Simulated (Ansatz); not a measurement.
Single points on the cluster B4H3.

```yaml
crystal:
  periodic: [false, false, false]
  atoms:
    - {symbol: B, position_ang: [0.728171, -0.106229, -0.713920]}
    - {symbol: B, position_ang: [0.996022, 1.090185, 0.184939]}
    - {symbol: B, position_ang: [-0.413315, 0.060274, 0.405319]}
    - {symbol: B, position_ang: [-0.334416, -1.186867, -0.833223]}
    - {symbol: H, position_ang: [1.338905, 2.037556, 0.784243]}
    - {symbol: H, position_ang: [-1.251310, 0.182431, 1.226961]}
    - {symbol: H, position_ang: [-1.064057, -2.077359, -1.054318]}
basis:
  gaussian: {orbitals: def2-TZVP, initial_orbitals: start.molden}
magnetization: {spin_polarized: true, initial_magnetization: 1}
hamiltonian: {xc: pbe0, dispersion: d4}
scf: {omitted_lower_state_checks: [starts]}
output: {orbitals: {seedname: orbitals}}
```

The file start.molden holds the orbitals of an earlier run on this structure, at another level or in another basis.

```sh
$ ansatz run in.yaml --threads 4 --pin off --events-out ev --progress --plain --max-ram 3916MiB
```

It prints (some lines left out):

```
Functional definition: PBE0
808 factors; their error is unknown
mean field evaluation 1: about -2745.7476 eV, gradient 4.4e1 eV
mean field evaluation 2: about -2747.2047 eV, gradient 1.2e0 eV
mean field evaluation 4: about -2747.2090 eV, gradient 1.7e-1 eV
mean field evaluation 8: about -2747.2091 eV, gradient 7.9e-6 eV
mean field -2747.20909698 eV, -100.9580721888 hartree, gradient 7.9e-6 eV, S^2 0.768558; 0 other end points of the search recorded, 0 dependent functions left out
reference -2747.20913068 eV, -100.9580734274 hartree; 12, 11 occupied and 130, 131 virtual orbitals, 808 factors
Total energy: -2747.30105226 eV, -100.9614514828 hartree
Checks for a lower state left out: starts
```

Run time 2 s (4 threads of Arm Neoverse V1 on a shared host).

As the first input, with `hamiltonian: {xc: r2scan, dispersion: d4}` (abridged; 2.7 s):

```
Functional definition: r2SCAN
mean field -2749.42613914 eV, -101.0395469855 hartree, gradient 2.7e-5 eV, S^2 0.772316
Total energy: -2749.45072365 eV, -101.0404504496 hartree
Checks for a lower state left out: starts
```

The first input with `hamiltonian: {xc: hse06, dispersion: d4}` (abridged; 2 s):

```
Functional definition: HSE06
mean field -2747.00009358 eV, -100.9503914555 hartree, gradient 2.3e-5 eV, S^2 0.767932
Total energy: -2747.08566343 eV, -100.9535360895 hartree
Checks for a lower state left out: starts
```

First input, but with `gaussian: {orbitals: def2-TZVPD, initial_orbitals: start.molden}`, `hamiltonian: {xc: pbe, dispersion: d4}` (abridged; 2.1 s):

```
Functional definition: PBE
mean field -2746.60601231 eV, -100.9359092359 hartree, gradient 2.7e-5 eV, S^2 0.758325
Total energy: -2746.71670827 eV, -100.9399772375 hartree
Checks for a lower state left out: starts
```

First input, but with `hamiltonian: {xc: {name: LC-wPBE}}` (abridged; 3.7 s):

```
Functional definition: LC-wPBE
mean field -2748.27147122 eV, -100.9971137219 hartree, gradient 1.1e-5 eV, S^2 0.788454
Total energy: -2748.27147122 eV, -100.9971137222 hartree
Checks for a lower state left out: starts
```

As the first input, with `hamiltonian: {xc: {name: CAM-B3LYP}, dispersion: d4}` (abridged; 2.2 s):

```
Functional definition: CAM-B3LYP
mean field -2748.89675459 eV, -101.0200924622 hartree, gradient 2.6e-5 eV, S^2 0.770726
Total energy: -2748.98984716 eV, -101.0235135509 hartree
Checks for a lower state left out: starts
```

The first input with `hamiltonian: {xc: pbe}`, `correlation: {method: rpa}` and without the key `output` (abridged; 2.1 s):

```
Functional definition: PBE
mean field -2746.59887970 eV, -100.9356471174 hartree, gradient 2.9e-6 eV, S^2 0.758317
4 core orbitals not correlated: weight in the atoms' cores, before any rotation towards them, 1.000 or more for the frozen orbitals, at most 0.000 for the correlated occupied ones
Total energy: -2749.11798757 eV, -101.0282226239 hartree
Checks for a lower state left out: starts
```

Geometry: B3LYP-D4/def2-TZVP.

LC-ωPBE has ω = 0.4 bohr⁻¹. HSE06 is defined as in plane-wave codes, on full-range PBE exchange. Correlated methods freeze 4 core orbitals. The structure comes from a short search, and lower isomers may exist.
